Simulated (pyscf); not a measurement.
H₃C–CH₂–CH•–SiH₃ (SMILES CC[CH][SiH3]), doublet

Gas-phase minimum from PySCF at ωB97X-D3(BJ)/def2-SVP, one conformer. H₃C–CH₂–CH•–SiH₃ lies 27.4 kcal/mol over its isomer H₃C–Si•(CH₃)–CH₃, and others may lie lower still (electronic energy, ωB97M-D3(BJ)). 

```xyz
13

C     -1.7971    -0.0102     0.4597
C     -0.9338    -0.2141     1.7049
C      0.4670    -0.6789     1.4413
Si     1.2088    -1.0498    -0.2199
H     -2.8104     0.3274     0.7271
H     -1.8980    -0.9466    -0.1131
H     -1.3583     0.7475    -0.2096
H     -1.4270    -0.9373     2.3854
H     -0.8946     0.7266     2.2897
H      1.0944    -0.8126     2.3326
H      1.1884     0.1433    -1.1240
H      0.4726    -2.1410    -0.9335
H      2.6260    -1.4790    -0.0355
```
Charge 0, spin multiplicity 2.

Bonded distances (Å): C1–C2 1.529, C1–H5 1.101, C1–H6 1.102, C1–H7 1.102, C2–C3 1.499, C2–H8 1.109, C2–H9 1.108, C3–Si4 1.857, C3–H10 1.098, Si4–H11 1.497, Si4–H12 1.497, Si4–H13 1.492. Bond angles (°): C2–C1–H5 111.3, C2–C1–H6 111.2, C2–C1–H7 111.2, H5–C1–H6 107.6, H5–C1–H7 107.6, H6–C1–H7 107.8, C1–C2–C3 115.2, C1–C2–H8 109.6, C1–C2–H9 109.7, C3–C2–H8 108.7, C3–C2–H9 108.8, H8–C2–H9 104.2, C2–C3–Si4 126.3, C2–C3–H10 115.4 (the first ones only).

Properties at ωB97X-D3(BJ)/def2-SVP:

- Harmonic wavenumbers, unscaled = 17, 124, 182, 260, 425, 473, 624, 637, 759, 761, 934, 956, 957, 971, 1039, 1042, 1136, 1269, 1312, 1366, 1417, 1443, 1483, 1489, 2216, 2229, 2256, 3019, 3052, 3065, 3155, 3161, 3179 cm⁻¹
- Zero-point energy = 66.3 kcal/mol
- Rotational symmetry number = 1
- Entropy of this conformer at 298 K and 1 atm, rigid rotor and harmonic oscillator, modes under 100 cm⁻¹ raised to 100 = 334.6 J/(mol K)
- Dipole moment = 1.16 D
- Spin expectation value S2 = 0.754

Single-point totals, which compare only within one level:

```
level                   total energy (hartree)
----------------------  ----------------------
ωB97X-D3(BJ)/def2-TZVP              -409.31788
PBE/def2-TZVP                       -408.88485
r²SCAN/def2-TZVP                    -409.11313
B3LYP-D3(BJ)/def2-TZVP              -409.26493
PBE0-D3(BJ)/def2-TZVP               -408.94990
M06-2X/def2-TZVP                    -409.12312
ωB97M-D3(BJ)/def2-TZVP              -409.28500
```

The lowest mode is so soft that the shape along it may change with the basis. Soft torsions are taken as harmonic, which can shift the entropy by several J/(mol K).
